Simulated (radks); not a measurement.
Task: Neutral europium, 63 electrons, occupied as [Xe] 4f7 6s2. Method: scalar-relativistic Kohn-Sham, BLYP, spin-polarised, spherical densities, finite nucleus; open shells are filled with parallel spins first (spin-orbit coupling, left out, can overturn this in heavy ions); Fermi nuclear charge, rms radius 5.1115 fm; computed with a radial shooting solver on a logarithmic mesh with Libxc functionals. Some entries of the table are withheld. Estimate them.

orbital  occ.  eigenvalue (Ry)  r(max) (bohr)
1s up       1        -3554.926        0.01420
1s down     1        -3554.926        0.01420
2s up       1        -583.6932        0.08055
2s down     1        -583.6901        0.08055
2p up       3        -520.1130        0.06512
2p down     3        -520.1108        0.06512
3s up       1        -128.4079         0.2289
3s down     1        -128.2421         0.2288
3p up       3        -108.6176         0.2245
3p down     3        -108.4527         0.2244
3d up       5        -82.12104         0.1838
3d down     5        -81.99393         0.1837
4s up       1        -25.57109         0.5274
4s down     1        -25.16138         0.5272
4p up       3        -19.06186         0.5505
4p down     3        -18.65475         0.5502
4d up       5         -9.99226         0.5733
4d down     5         -9.59058         0.5730
5s up       1         -3.33452          1.228
5s down     1         -3.11634          1.242
5p up       3         -1.78157          1.396
5p down     3         -1.62025          1.420
4f up       7              (1)         0.5921
6s up       1         -0.26287            (2)
6s down     1         -0.24561            (3)
5d up       0         -0.11909          2.131
6p up       0              (4)          4.945
5d down     0         -0.07869          2.328
6p down     0              (5)          5.127

Result: 
(1) 4f up eigenvalue (Ry): -0.27898
(2) 6s up r(max) (bohr): 3.522
(3) 6s down r(max) (bohr): 3.641
(4) 6p up eigenvalue (Ry): -0.08003
(5) 6p down eigenvalue (Ry): -0.07370
